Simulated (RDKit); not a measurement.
Job for RDKit: UFF on CH6GeO2 (SMILES [CH3][GeH]([OH])[OH]), a point of a torsion scan.

```python
from rdkit import Chem
from rdkit.Chem import AllChem, rdDetermineBonds

blocks = [
'''10

C    -1.32606281   -0.58820728   -0.08952852
Ge    0.35320975    0.29592014    0.45380047
O     1.50406263    0.43906734   -0.87111532
O     0.02136075    1.95477324    0.83584033
H    -1.14975278   -1.59492974   -0.45695701
H    -1.79231687   -0.00664785   -0.88062890
H    -2.01337204   -0.64081866    0.74725280
H     1.07909673   -0.33739926    1.62817241
H     1.78693010   -0.36574110   -1.29577006
H     0.65827074    2.56999490    0.47725195
''',
]
mol = None
for b in blocks:
    f = Chem.MolFromXYZBlock(b)
    rdDetermineBonds.DetermineBonds(f, charge=0)
    mol = f if mol is None else Chem.CombineMols(mol, f)
Chem.SanitizeMol(mol)
print(Chem.MolToSmiles(Chem.RemoveHs(mol)))
ff = AllChem.UFFGetMoleculeForceField(mol, vdwThresh=100.0, ignoreInterfragInteractions=False)
e = ff.CalcEnergy()
print(f'UFF energy {e:.6f} kcal/mol')
```

Output:

```
[CH3][GeH]([OH])[OH]
UFF energy 10.753904 kcal/mol
```

The run finished.

Cost: very roughly 0.020 core-seconds.
